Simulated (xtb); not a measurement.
Si(H)(F)(OH)2 (FH3O2Si), SMILES O[SiH](O)F. All values are semi-empirical tight-binding results from xtb (GFN2-xTB unless named), good for trends rather than for accurate numbers. Coordinates come from a GFN2-xTB optimisation. The values are those of a single conformer.

Optimised geometry:

```xyz
7

Si     0.3281     0.0234    -0.1087
O     -0.3189     1.4523    -0.4388
O     -0.5331    -1.1364    -0.8363
F      0.2415    -0.2777     1.4737
H      1.7202     0.1095    -0.4598
H     -1.2628     1.5902    -0.4629
H     -0.4082    -2.0550    -0.6182
```
Charge 0, spin multiplicity 1.

```json
{
 "orbital_gap": "8.68 eV",
 "dipole_moment": "1.82 D",
 "zero_point_energy": "23.9 kcal/mol",
 "G − E(el) at 298.15 K (modified RRHO)": "6.0 kcal/mol",
 "static polarisability (D4 model)": "47.5 bohr³",
 "solvation energy, GFN2-xTB/ALPB(water)": "-8.3 kcal/mol",
 "solvation energy, GFN2-xTB/ALPB(dmf)": "-8.9 kcal/mol"
}
```

Computed atomic charges and the Wiberg bond orders between heavy atoms:
charges (e) Si1 0.64, O2 -0.46, O3 -0.46, F4 -0.30, H5 -0.05, H6 0.32, H7 0.31. Bond orders Si1–O2 1.20, Si1–O3 1.18, Si1–F4 1.02.
